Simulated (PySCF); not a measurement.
C₄H₃Br. Atoms are numbered in the order given.

```xyz
8

C     -1.0052     2.7888     0.0000
C     -0.0172     2.0829     0.0000
C      1.1585     1.2874     0.0000
C      1.2126    -0.0563     0.0000
Br    -0.2996    -1.1782     0.0000
H     -1.8855     3.4034     0.0000
H      2.1195     1.8161     0.0000
H      2.1593    -0.5981     0.0000
```
Charge 0, spin multiplicity 1.

Geometry: B3LYP-D3(BJ)/def2-SVP.

Calculation: PySCF with PBE/def2-TZVP.

ESP charges are fitted to the potential on shells at 1.4 to 2.0 van der Waals radii. Atomic charges (e):

```
atom  Löwdin  ESP fit
----  ------  -------
C1     -0.07    -0.43
C2     -0.11        ?
C3     -0.20        ?
C4     -0.40    -0.30
Br5     0.35        ?
H6      0.13     0.31
H7      0.17     0.14
H8      0.14        ?
```

Problem. Complete the blanks. (The exact figures need the calculation; the answer reports its results.)

Solution. 
- C2, ESP fit: 0.07
- C3, ESP fit: -0.01
- Br5, ESP fit: 0.01
- H8, ESP fit: 0.21

Computed Mayer and Wiberg (Löwdin basis) orders of the bonds:
```json
[
 {"bond": "C1–C2", "Mayer": "2.61", "Wiberg": "2.86"},
 {"bond": "C2–C3", "Mayer": "1.31", "Wiberg": "1.38"},
 {"bond": "C3–C4", "Mayer": "1.84", "Wiberg": "1.99"},
 {"bond": "C4–Br5", "Mayer": "1.12", "Wiberg": "1.68"},
 {"bond": "C1–H6", "Mayer": "0.99", "Wiberg": "0.92"},
 {"bond": "C3–H7", "Mayer": "0.92", "Wiberg": "0.79"},
 {"bond": "C4–H8", "Mayer": "0.93", "Wiberg": "0.86"}
]
```
